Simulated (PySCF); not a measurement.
# Where the electron goes

C4H6Se.
Geometry (PBE0-D3(BJ)/def2-SVP, Å), atoms numbered from 1 in this order:
```
atom  x, y, z in Å
C1     2.042    0.970    0.609
C2     1.445    0.006    0.182
C3     0.697   -1.120   -0.333
Se4   -1.087   -1.305    0.473
C5    -1.757    0.438   -0.042
H6     2.585    1.815    0.990
H7     0.585   -1.052   -1.426
H8     1.206   -2.070   -0.110
H9    -1.062    1.218    0.301
H10   -1.904    0.505   -1.128
H11   -2.723    0.568    0.465
```

The calculation used PySCF 2.14.0, density-fitted response routines, TDDFT PBE0/def2-SVPD, vertical, gas phase, core orbitals frozen in the response. The PBE0/def2-SVPD calculation is non-relativistic and has no spin–orbit coupling, an omission that weighs most on selenium.

Kohn–Sham orbitals with the atoms that hold most of them (Löwdin shares over 4%, at most four atoms; ? is withheld):

```tsv
orbital	ε (eV)	atoms
HOMO-3	-9.29	Se4 49%, C5 22%, C3 9%, C2 7%
HOMO-2	-7.99	C1 42%, C2 39%, C3 8%
HOMO-1	-7.79	?
HOMO	-6.27	Se4 73%, C5 10%, C3 8%
LUMO	-0.29	?
LUMO+1	0.27	Se4 53%, C5 8%, C2 8%, C1 7%
LUMO+2	0.55	Se4 30%, H7 13%, C2 12%, C1 11%
```

(1) Which atoms hold the HOMO-1, and with what shares?

(2) Give the leading atoms of the LUMO.

(3) How does S1 compare with the orbital gap of 5.97 eV?

(4) One configuration dominates each of S1 and S2. Which, and how do the shares of the two leading atoms of either orbital change from the occupied to the empty one?

## Answers

(1) C1 (bonded to C and H) 35%; C2 (bonded to 2 C) 32%; Se4 (bonded to 2 C) 16%; C3 (bonded to C, Se and 2 H) 8%. By element: carbon 76% or more, selenium 16%.

(2) Se4 (bonded to 2 C) 50%; C3 (bonded to C, Se and 2 H) 14%; C1 (bonded to C and H) 12%; C2 (bonded to 2 C) 10%. By element: selenium 50%, carbon 36% or more.

(3) S1 is at 4.49 eV (f = 0.0028), 1.49 eV below the gap, made of HOMO→LUMO (96%). 

(4) 
- S1 (4.49 eV, f 0.0028), HOMO→LUMO (96%): Se4 73% → 50%, C5 10% → at most 10%, C3 8% → 14%
- S2 (5.30 eV, f 0.022), HOMO→LUMO+1 (93%): Se4 73% → 53%, C5 10% → 8%

Löwdin shares depend on the basis, the more so with diffuse functions.

One conformer stands for the species.
